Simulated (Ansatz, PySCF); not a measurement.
GeHI₃, SMILES [I][GeH]([I])[I].

The structure is a stationary point at B3LYP-D3(BJ)/def2-SVP. The def2 effective core potentials stand for the cores of I; spin–orbit coupling is left out.

Vertical ionisation energy (IE) and electron affinity (EA) in eV. Rows of orbital energies are one-electron estimates. Where ΔSCF, EOM or ADC give a negative EA the extra electron is unbound and the value depends on the basis.

```csv
level,IE,EA
"−ε(HOMO), −ε(LUMO), PBE0/def2-TZVP (PySCF)",7.71,2.89
"−ε(HOMO), −ε(LUMO), PBE/def2-TZVP (PySCF)",6.58,3.63
"ΔSCF, PBE0/def2-SVPD (Ansatz), final states of multiplicity 2 and 2",9.37,1.52
"ΔSCF, PBE/def2-SVPD (Ansatz), final states of multiplicity 2 and 2",(withheld),(withheld)
```

**Question.** Some entries are withheld; supply them. (Estimate from the structure and the level; the computed values follow.)

**Answer.** 
- ΔSCF, PBE/def2-SVPD (Ansatz, an electronic-structure program), final states of multiplicity 2 and 2, IE: 8.91
- ΔSCF, PBE/def2-SVPD (Ansatz), final states of multiplicity 2 and 2, EA: 1.56

**Question.** What vertical singlet–triplet gap does ΔSCF give with PBE0/def2-SVPD (Ansatz) and with PBE/def2-SVPD (Ansatz)? (Estimate from the structure and the level; the computed values follow.)

**Answer.** 3.37 and 2.92 eV (triplet above singlet where positive).
